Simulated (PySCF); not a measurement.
**SMILES BP[SiH2]O[SiH3], BH₈OPSi₂**

Cartesian coordinates in Å; atom numbers follow the order of the lines, from 1:
```xyz
13

B     3.094    0.340   -0.027
P     1.363    0.771    0.347
Si    0.145   -0.855   -0.561
O    -1.395   -0.377   -0.597
Si   -2.807    0.165   -0.001
H     3.841    1.136   -0.445
H     3.474   -0.723    0.282
H     1.093    1.840   -0.485
H     0.427   -1.159   -1.966
H     0.266   -2.025    0.309
H    -3.523    0.622   -1.188
H    -2.535    1.243    0.946
H    -3.449   -0.978    0.646
```

Method: GIAO PBE0/pcSseg-1 magnetisability, rotational g tensor and spin-rotation constants, non-relativistic, gas phase (PySCF). Geometry: GFN2-xTB.

(1) Give the nuclear spin-rotation constants along the inertial axes (H = +C I·J) beside the isotropic shieldings.

(2) How do the rotational constants and the g tensor change when H6, H7, H8, H9, H10, H11, H12, H13 are replaced by deuterium?

Results:

(1) Rotational constants 6.6859, 1.0422, 0.9335 GHz. A star marks the isotopologue with that one atom substituted, in its own axes.
```
atom  isotope  Caa (kHz)  Cbb (kHz)  Ccc (kHz)  mean (kHz)  σ (ppm)
  B1      11B      2.770      0.342      0.324       1.145     17.4
  P2      31P      6.736      1.353      1.356       3.148    453.6
  H6       1H      0.056     -0.063     -0.002      -0.003     23.1
  H7       1H     -0.468      0.011     -0.002      -0.153     23.5
  H8       1H     -0.707     -0.078      0.007      -0.259     28.2
  H9       1H     -0.599     -0.025     -0.002      -0.209     26.0
 H10       1H     -0.573     -0.064      0.031      -0.202     25.9
 H11       1H     -0.375     -0.094      0.019      -0.150     26.6
 H12       1H     -0.515      0.038     -0.079      -0.185     26.5
 H13       1H     -0.371     -0.066     -0.006      -0.148     26.6
 Si3    29Si*     -3.612     -0.631     -0.598      -1.614    379.3
  O4     17O*     -0.756     -0.039     -0.021      -0.272    326.7
 Si5    29Si*     -3.627     -0.612     -0.567      -1.602    390.8
```
For the geometry as given, no vibrational averaging.

(2) Constants 5.2316, 0.9152, 0.8245 GHz; g -0.0864, -0.0170, -0.0161, against -0.1103, -0.0190, -0.0186 before.
